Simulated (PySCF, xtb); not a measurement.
CH₄OSeTe, SMILES CO[Te][SeH]. One conformer was computed; it need not be the lowest.

Harmonic wavenumbers (cm⁻¹) from GFN2-xTB run with xtb at its own minimum, in rising order: 60, 125, 190, 233, 247, 265, 478, 635, 1041, 1133, 1139, 1411, 1474, 1483, 1913, 2921, 2941, 2986.

Q: What does PBE-D3(BJ)/def2-SVP in PySCF give at its own minimum? (Estimate from the structure and the level; the computed values follow.)

A: 64, 129, 202, 235, 265, 332, 509, 655, 1041, 1123, 1132, 1391, 1397, 1425, 2303, 2902, 2975, 3023. Paired by order, the mean absolute difference is 45 cm⁻¹ and the zero-point energies are 29.6 and 30.2 kcal/mol.
